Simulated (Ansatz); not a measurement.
Energy needed to pull apart GeH₂ (SMILES [GeH2]), singlet, into free ground-state atoms, from the structure below (displaced at random from its PBE0-D4/def2-TZVP minimum); no zero-point or spin–orbit terms; open-shell atoms are treated unrestricted, in their ground-state multiplicity.

Ge1  (-0.393, 0.348, -0.378)
H2  (0.983, 0.743, 0.458)
H3  (-0.231, -1.146, -0.100)
(Å)

Computed with Ansatz 0.2.0 (basis: def2-TZVPP); correlated methods freeze the cores. Filled d shells of the heavier atoms are correlated. The def2 sets are not built for correlating such inner shells, so the correlated values are less sure here.

```
   method  atomization energy (kJ/mol)
   PBE-D4                          577
r2SCAN-D4                          581
  PBE0-D4                            ?
  wB97M-V                            ?
       HF                          403
      MP2                          552
     CCSD                          578
  CCSD(T)                          583
```

**Question.** What does wB97M-V give? (Judge from chemistry; the value comes from the calculation.)

**Answer.** Computed: 588 kJ/mol, which is about 6 kJ/mol more than CCSD(T)/def2-TZVPP.

**Question.** What does PBE0-D4 give? (To be estimated.)

**Answer.** Computed: 570 kJ/mol, which is about 12 kJ/mol less than CCSD(T)/def2-TZVPP.

In triple zeta the MP2 and coupled-cluster atomization energies are still short of their basis limit by a few kcal/mol a bond, whereas those of the functionals are nearly converged, so these differences are not deviations from converged CCSD(T).

T1 diagnostic: at most 0.012. The restricted Hartree–Fock reference is unstable towards an unrestricted one here.

For scale, one of the runs: CCSD(T)/def2-TZVPP forces, 76 basis functions (an equivalent command: `ansatz run in.yaml --threads 2`). The run took about 5.5 s on 2 CPU threads (shared host).
